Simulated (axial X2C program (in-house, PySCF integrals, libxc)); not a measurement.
Testing model relations on CaSe⁺

A bond curve at the CCSD(T) level, two-component, was computed with an axial X2C code built on PySCF integrals (basis Se dyall-cv3z [8s9p6d4f1g], Ca dyall-cv3z [11s12p6d4f] (cores contracted in-house)) for the state Ω = 3/2 (⟨Sz⟩ = 0.50, ⟨Lz⟩ = 1.00 at HF). Its fit gives Re = 2.6128 Å, ωe = 303.4 cm⁻¹, ωexe = 0.794 cm⁻¹ and αe = 3.373e-04 cm⁻¹; the masses are 79.9165 and 39.9626 u. Two-component means X2C with spin–orbit coupling and atomic mean-field Coulomb and Gaunt terms.

Correlated methods: 15 electrons correlated (number of frozen shells: Se 3 s, 2 p, 1 d; Ca 2 s, 1 p), 267 virtual spin orbitals or spinors in MP2, 90 natural virtuals in coupled cluster.

**Question.** Find the reduced mass, Be and the force constant.

**Answer.** From the CCSD(T) values: μ = 26.6408 u. Be = 16.8576/(μ Re²) = 0.09269 cm⁻¹. k = 5.8918×10⁻⁷ μ ωe² = 1.44 mdyn/Å.

**Question.** A Morse curve ties αe to the other constants (Pekeris). How well does that hold?

**Answer.** αe(Morse) = 6Be²/ωe × (√(ωexe/Be) − 1) = 3.274e-04 cm⁻¹; the CCSD(T) curve gives 3.373e-04 cm⁻¹, a ratio of 0.97.

**Question.** Estimate the centrifugal constant by the Kratzer relation.

**Answer.** D = 4Be³/ωe² = 3.46e-08 cm⁻¹.

**Question.** Where do the fundamental and the first overtone lie?

**Answer.** ν(1←0) = ωe − 2ωexe = 301.8 cm⁻¹; ν(2←0) = 2ωe − 6ωexe = 602.0 cm⁻¹.

**Question.** Estimate De from a Morse curve and compare with the computed well depth of 2.157 eV to Se + Ca+.

**Answer.** De(Morse) = ωe²/(4ωexe) = 3.593 eV against 2.157 eV computed, a ratio of 1.67. The extrapolation overshoots: the well softens faster than a Morse curve, or the lowest atomic limit lies below the one to which the curve heads.

The state is a single determinant with fixed occupations, the lowest that a limited PBE0 search found. Dissociation energies refer to the lowest single-determinant-based atoms at the same level and basis. Coupled cluster ran in a truncated set of natural virtual spinors; the MP2 energy of the rest was added. (T) has no such correction and the atoms are truncated less, which lowers De at CCSD(T) by a hundredth of an eV or more.
